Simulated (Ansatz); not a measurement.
Total energies of Ga2P (the lowest doublet isomer of a short search) from Ansatz at r2SCAN-D4/def2-TZVP, gas phase (1 Eh = 27.2114 eV = 2625.5 kJ/mol). The reference geometry is relaxed at B3LYP-D4/def2-TZVP.

| atom | x (Å) | y (Å) | z (Å) |
| --- | --- | --- | --- |
| Ga1 | -0.375 | 0.201 | -1.807 |
| Ga2 | -0.166 | 0.618 | 1.665 |
| P3 | 0.541 | -0.819 | 0.142 |

| state | geometry | energy (Eh) |
| --- | --- | --- |
| charge 0 doublet | reference | -4191.01191 |
| charge 1 triplet | reference | -4190.73426 |
| charge 0 quartet | relaxed at B3LYP-D4/def2-TZVP | -4190.97684 |
| free Ga atom (doublet) | – | -1924.78964 |
| free P atom (quartet) | – | -341.23792 |

**Question.** Work out the vertical ionisation energy to the triplet.

**Answer.** E(charge 1 triplet) − E(charge 0 doublet) = -4190.73426 − (-4191.01191) = 0.27765 Eh = 7.56 eV. For comparison, −ε of the highest occupied level of the spin that leaves is 5.20 eV at this level, 2.36 eV less.

**Question.** Which of the charge 0 states is lowest, and how far above it are the others?

**Answer.** The doublet. quartet: -4190.97684 − (-4191.01191) = 0.03507 Eh = 92.1 kJ/mol. The quartet differs in its bonds from the reference.

**Question.** What is the binding energy per atom against free atoms?

**Answer.** Atoms: 2 × (-1924.78964) + 1 × (-341.23792) = -4190.81720 Eh. Binding: -4190.81720 − (-4191.01191) = 0.19471 Eh = 5.30 eV, or 1.77 eV for each of 3 atoms (no zero-point energy, no counterpoise term).

The structure comes from a short search, and lower isomers may exist.
